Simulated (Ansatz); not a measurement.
The cluster W2N2, relaxed as a singlet with RKS PBE-D4/def2-TZVP in Ansatz, starting from the GFN2-xTB geometry. Force threshold 0.02 eV/Å.

In the def2 sets W takes a core potential; there is no spin–orbit coupling. The restricted singlet is unstable: a solution with broken spin symmetry lies lower. The order of the spin states hangs on the level: the triplet lies 0.19 eV below the singlet at PBE0-D4/def2-TZVP, but 0.36 eV above it at PBE-D4/def2-TZVP. The structure comes from a short search, and lower isomers may exist.

Start:

```
atom   x (Å)   y (Å)   z (Å)
  W1  -0.387   0.700   0.939
  W2  -1.636  -1.373   1.161
  N3   0.712   0.447  -0.602
  N4   1.311   0.226  -1.498
```

```
step  energy (eV)  largest force component (eV/Å)  SCF passes
   1   -6626.7080                           6.292          50
   2   -6628.2969                           1.590          36
   3   -6628.3502                           0.692          32
   4   -6628.3573                           0.157          34
   5   -6628.3577                           0.039          26
   6   -6628.3578                           0.003          27
```

Force components are those of the run's own axes.

End:

```xyz
4

W    -0.5117    0.5683    1.0100
W    -1.5504   -1.2231    1.1510
N     0.7098    0.4117   -0.6230
N     1.3524    0.2431   -1.5381
```

By distances, no bond broke or formed. The bond that changes most is W1–W2, from 2.43 to 2.08 Å (atoms count from 1).

No frequencies were taken in this run, so the end may be a saddle point.

It took 13 s on 2 threads of Arm Neoverse V1 on a shared host.
